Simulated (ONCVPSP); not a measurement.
## fluorine (F), ONCV: configuration errors across variants

| Quantity | Value |
| --- | --- |
| Element | F (Z = 9) |
| Generator | ONCVPSP 4.0.1 |
| Type | optimised norm-conserving Vanderbilt (ONCV) |
| Functional | LDA (Perdew-Wang 92) |
| Relativity | scalar-relativistic |
| Frozen core | [He] |
| Valence charge | 7 |
| Reference configuration | 2s2 2p5 |
| Partial waves | 2s: rc 0.65 bohr, ncon 3, nbas 6, qcut 11.9 1/bohr, 2 projectors, debl 1.2 Ha; 2p: rc 1.45 bohr, ncon 4, nbas 8, qcut 10.4 1/bohr, 3 projectors, debl 2.7 Ha; d scattering state at 0.11 Ha: rc 1.25 bohr, ncon 3, nbas 6, qcut 8.9 1/bohr, 2 projectors, debl 2.2 Ha |
| Local potential | polynomial inside 0.60 bohr (lpopt 5, dvloc0 0 Ha) |
| Core correction | none |

All-electron excitation energies from the reference (eV): (1) 2s2 2p4 19.558; (2) 2s2 2p3 58.076; (3) 2s2 2p2 118.816; (4) 2s1 2p5 38.215.

A true bound ghost makes a file unfit for plane-wave use even where its test errors are small: the radial tests pick states by their node count and pass the ghost by.

Errors AE − PS in meV (a dash: test not solved or not reliable):

| change | (1) | (2) | (3) | (4) | bound ghosts | GHOST(+) flags above zero |
| --- | --- | --- | --- | --- | --- | --- |
| base | +32 | +254 | +961 | -27 | none | p |
| all radii scaled by about 0.78 (s 0.50, p 1.14, d 0.98 bohr); local potential polynomial inside 0.46 bohr (lpopt 5, dvloc0 0 Ha) | +13 | +115 | +468 | -9.9 | s | none |
| all radii scaled by about 0.83 (s 0.54, p 1.20, d 1.04 bohr); local potential polynomial inside 0.50 bohr (lpopt 5, dvloc0 0 Ha) | +16 | +137 | +547 | -11 | s | none |
| all radii scaled by about 0.90 (s 0.58, p 1.30, d 1.12 bohr); local potential polynomial inside 0.54 bohr (lpopt 5, dvloc0 0 Ha) | +22 | +179 | +697 | -16 | none | none |
| all radii scaled by about 1.10 (s 0.72, p 1.60, d 1.38 bohr); local potential polynomial inside 0.66 bohr (lpopt 5, dvloc0 0 Ha) | +47 | +351 | +1293 | -43 | none | none |
| all radii scaled by about 1.13 (s 0.74, p 1.64, d 1.42 bohr); local potential polynomial inside 0.68 bohr (lpopt 5, dvloc0 0 Ha) | +50 | +378 | +1377 | -47 | none | none |
| all radii scaled by about 1.27 (s 0.82, p 1.84, d 1.58 bohr); local potential polynomial inside 0.76 bohr (lpopt 5, dvloc0 0 Ha) | +76 | +547 | +1929 | -74 | none | none |
| all radii scaled by about 1.33 (s 0.86, p 1.92, d 1.66 bohr); local potential polynomial inside 0.80 bohr (lpopt 5, dvloc0 0 Ha) | +91 | +642 | +2231 | -89 | none | none |

Task: Give the same row for: all radii scaled by about 1.19 (s 0.78, p 1.72, d 1.48 bohr); local potential polynomial inside 0.72 bohr (lpopt 5, dvloc0 0 Ha).

Result: +59, +435, +1565, -56; bound ghosts: none; GHOST(+) flags above zero: none.
